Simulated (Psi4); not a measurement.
C$_{2}$H$_{7}$S, charge +1, singlet, geometry from GFN2-xTB; PBE0/STO-3G (Psi4).

Input for Psi4:
```
memory 2 GB

molecule {
1 1
C    -1.39687184    0.83554816   -0.41512115
C    -0.64617244   -0.47232902   -0.36364883
S     1.03921045   -0.29895051    0.37330792
H    -1.56034075    1.25061175    0.57694656
H    -0.88922469    1.57243792   -1.03357573
H    -2.37373727    0.65209273   -0.85884729
H    -1.15365990   -1.21533529    0.25229539
H    -0.48347414   -0.89395523   -1.35599440
H     1.41579051    0.79650901   -0.32877442
H     0.67554476    0.44153247    1.44764304
}

set {
  basis sto-3g
}

energy('pbe0')
print_variables()
```

Question: What does Psi4 print? Leave out banner, timings and long lists.

Answer: 
```
   => Loading Basis Set <=

    Name: STO-3G
    Role: ORBITAL
    Keyword: BASIS

         ---------------------------------------------------------
                                   SCF
               by Justin Turney, Rob Parrish, Andy Simmonett
                          and Daniel G. A. Smith
                              RKS Reference
         ---------------------------------------------------------

  ==> Geometry <==

    Molecular point group: c1
    Full point group: C1

    Geometry (in Angstrom), charge = 1, multiplicity = 1:

       Center              X                  Y                   Z               Mass
    ------------   -----------------  -----------------  -----------------  -----------------
         C           -1.465190176052     0.876406437718    -0.435425288765    12.000000000000
         C           -0.714490776052    -0.431470742282    -0.383952968765    12.000000000000
         S            0.970892113948    -0.258092232282     0.353003781235    31.972071174400
         H           -1.628659086052     1.291470027718     0.556642421235     1.007825032230
         H           -0.957543026052     1.613296197718    -1.053879868765     1.007825032230
         H           -2.442055606052     0.692951007718    -0.879151428765     1.007825032230
         H           -1.221978236052    -1.174477012282     0.231991251235     1.007825032230
         H           -0.551792476052    -0.853096952282    -1.376298538765     1.007825032230
         H            1.347472173948     0.837367287718    -0.349078558765     1.007825032230
         H            0.607226423948     0.482390747718     1.427338901235     1.007825032230

  Running in c1 symmetry.

  Rotational constants: A =      0.85525  B =      0.17407  C =      0.15850 [cm^-1]
  Rotational constants: A =  25639.72092  B =   5218.43560  C =   4751.58291 [MHz]
  Nuclear repulsion =  116.925666407018426

  Charge       = 1
  Multiplicity = 1
  Electrons    = 34
  Nalpha       = 17
  Nbeta        = 17

  ==> Algorithm <==

  SCF Algorithm Type is DF.
  DIIS enabled.
  MOM disabled.
  Fractional occupation disabled.
  Guess Type is SAD.
  Energy threshold   = 1.00e-06
  Density threshold  = 1.00e-06
  Integral threshold = 1.00e-12

  ==> Primary Basis <==

  Basis Set: STO-3G
    Blend: STO-3G
    Number of shells: 18
    Number of basis functions: 26
    Number of Cartesian functions: 26
    Spherical Harmonics?: true
    Max angular momentum: 1

  ==> DFT Potential <==

   => LibXC <=

    Version 7.1.2
    S. Lehtola, C. Steigemann, M. J. T. Oliveira, and M. A. L. Marques,  SoftwareX 7, 1–5 (2018) (10.1016/j.softx.2017.11.002)

   => Composite Functional: PBE0 <=

    PBE0 Hyb-GGA Exchange-Correlation Functional

    C. Adamo and V. Barone,  J. Chem. Phys. 110, 6158 (1999) (10.1063/1.478522)
    M. Ernzerhof and G. E. Scuseria,  J. Chem. Phys. 110, 5029 (1999) (10.1063/1.478401)

    Deriv               =              1
    GGA                 =           TRUE
    Meta                =          FALSE

    Exchange Hybrid     =           TRUE
    MP2 Hybrid          =          FALSE

   => Exchange Functionals <=

    0.7500   Perdew, Burke & Ernzerhof

   => Exact (HF) Exchange <=

    0.2500               HF

   => Correlation Functionals <=

    1.0000   Perdew, Burke & Ernzerhof

   => LibXC Density Thresholds  <==

    XC_HYB_GGA_XC_PBEH:  1.00E-15

   => Molecular Quadrature <=

    Radial Scheme          =       TREUTLER
    Pruning Scheme         =           NONE
    Nuclear Scheme         =       TREUTLER

    Blocking Scheme        =         OCTREE
    BS radius alpha        =              1
    Pruning alpha          =              1
    Radial Points          =             75
    Spherical Points       =            302
    Total Points           =         212631
    Total Blocks           =           1633
    Max Points             =            256
    Max Functions          =             25
    Weights Tolerance      =       1.00E-15

   => Loading Basis Set <=

    Name: (STO-3G AUX)
    Role: JKFIT
    Keyword: DF_BASIS_SCF

  ==> Integral Setup <==

  SCF_SUBTYPE=INCORE selected. In-core MEM_DF algorithm will be used.
  Using in-core AOs.

  ==> MemDFJK: Density-Fitted J/K Matrices <==

    J tasked:                   Yes
    K tasked:                   Yes
    wK tasked:                   No
    Algorithm:                 Core
    Schwarz Cutoff:           1E-12
    Mask sparsity (%):       1.7751
    Fitting Condition:        1E-10

   => Auxiliary Basis Set <=

  Basis Set: (STO-3G AUX)
    Blend: DEF2-UNIVERSAL-JKFIT
    Number of shells: 130
    Number of basis functions: 404
    Number of Cartesian functions: 473
    Spherical Harmonics?: true
    Max angular momentum: 4

  Minimum eigenvalue in the overlap matrix is 2.0957034626E-01.
  Reciprocal condition number of the overlap matrix is 8.5399433901E-02.
    Using symmetric orthogonalization.

  ==> Pre-Iterations <==

  SCF Guess: Superposition of Atomic Densities via on-the-fly atomic UHF (no occupation information).

   -------------------------
    Irrep   Nso     Nmo
   -------------------------
     A         26      26
   -------------------------
    Total      26      26
   -------------------------

  ==> Iterations <==

                           Total Energy        Delta E     RMS |[F,P]|

   @DF-RKS iter SAD:  -471.26704140149337   -4.71267e+02   0.00000e+00
   @DF-RKS iter   1:  -472.78248724411088   -1.51545e+00   8.08383e-03 ADIIS/DIIS
   @DF-RKS iter   2:  -472.80916653059808   -2.66793e-02   4.34795e-03 ADIIS/DIIS
   @DF-RKS iter   3:  -472.81923252719264   -1.00660e-02   6.01945e-04 ADIIS/DIIS
   @DF-RKS iter   4:  -472.81943415736134   -2.01630e-04   8.54239e-05 DIIS
   @DF-RKS iter   5:  -472.81943715314270   -2.99578e-06   2.69516e-05 DIIS
   @DF-RKS iter   6:  -472.81943745980436   -3.06662e-07   2.90704e-06 DIIS
   @DF-RKS iter   7:  -472.81943746294354   -3.13918e-09   1.51104e-06 DIIS
   @DF-RKS iter   8:  -472.81943746400532   -1.06178e-09   4.12948e-08 DIIS
  Energy and wave function converged.

  ==> Post-Iterations <==

   Electrons on quadrature grid:
      Ntotal   =   34.0000419442 ; deviation = 4.194e-05

    Orbital Energies [Eh]
    ---------------------

    Doubly Occupied:

       1A    -88.377313     2A    -10.336872     3A    -10.261942
       4A     -8.149400     5A     -6.068961     6A     -6.067760
       7A     -6.059078     8A     -1.100792     9A     -0.959447
      10A     -0.837515    11A     -0.740354    12A     -0.664509
      13A     -0.650374    14A     -0.633159    15A     -0.568800
      16A     -0.552538    17A     -0.538494

    Virtual:

      18A     -0.095673    19A     -0.082968    20A     -0.015000
      21A      0.189024    22A      0.224960    23A      0.230759
      24A      0.296625    25A      0.322131    26A      0.332496

    Final Occupation by Irrep:
              A
    DOCC [    17 ]
    NA   [    17 ]
    NB   [    17 ]

  @DF-RKS Final Energy:  -472.81943746400532

   => Energetics <=

    Nuclear Repulsion Energy =            116.9256664070184257
    One-Electron Energy =                -873.6620826339874384
    Two-Electron Energy =                 313.0820777153801941
    DFT Exchange-Correlation Energy =     -29.1650989524164608
    Empirical Dispersion Energy =           0.0000000000000000
    VV10 Nonlocal Energy =                  0.0000000000000000
    Total Energy =                       -472.8194374640053184

Computation Completed

Properties will be evaluated at   0.000000,   0.000000,   0.000000 [a0]

Properties computed using the SCF density matrix

 Multipole Moments:

 ------------------------------------------------------------------------------------
     Multipole            Electronic (a.u.)      Nuclear  (a.u.)        Total (a.u.)
 ------------------------------------------------------------------------------------

 L = 1.  Multiply by 2.5417464519 to convert [e a0] to [Debye]
 Dipole X            :          5.0323240           -4.5186030            0.5137210
 Dipole Y            :         -2.3593736            2.7023835            0.3430099
 Dipole Z            :          1.6255381           -1.3429242            0.2826139
 Magnitude           :                                                    0.6792905

 ------------------------------------------------------------------------------------

  Variable Map:
  ----------------------------------------------------------------------------
  "CURRENT ENERGY"              =>    -472.819437464005
  "CURRENT REFERENCE ENERGY"    =>    -472.819437464005
  "DD SOLVATION ENERGY"         =>       0.000000000000
  "DFT FUNCTIONAL TOTAL ENERGY" =>    -472.819437464005
  "DFT TOTAL ENERGY"            =>    -472.819437464005
  "DFT VV10 ENERGY"             =>       0.000000000000
  "DFT XC ENERGY"               =>     -29.165098952416
  "GRID ELECTRONS ALPHA"        =>      17.000020972108
  "GRID ELECTRONS BETA"         =>      17.000020972108
  "GRID ELECTRONS TOTAL"        =>      34.000041944217
  "NUCLEAR REPULSION ENERGY"    =>     116.925666407018
  "ONE-ELECTRON ENERGY"         =>    -873.662082633987
  "PCM POLARIZATION ENERGY"     =>       0.000000000000
  "PE ENERGY"                   =>       0.000000000000
  "SCF ITERATION ENERGY"        =>    -472.819437464005
  "SCF ITERATIONS"              =>       8.000000000000
  "SCF TOTAL ENERGY"            =>    -472.819437464005
  "TWO-ELECTRON ENERGY"         =>     313.082077715380
  "XC GRID RADIAL POINTS"       =>      75.000000000000
  "XC GRID SPHERICAL POINTS"    =>     302.000000000000
  "XC GRID TOTAL POINTS"        =>  212631.000000000000

  Array Variable Map:
  ----------------------------------------------------------------------------
  "CURRENT DIPOLE"              =>       0.513720971957 ... 0.282613888979 1 by 3
  "SCF DIPOLE"                  =>       0.513720971957 ... 0.282613888979 1 by 3
  "SCF TOTAL ENERGIES"          =>    -471.267041401493 ... -472.819437464005 1 by 9
```
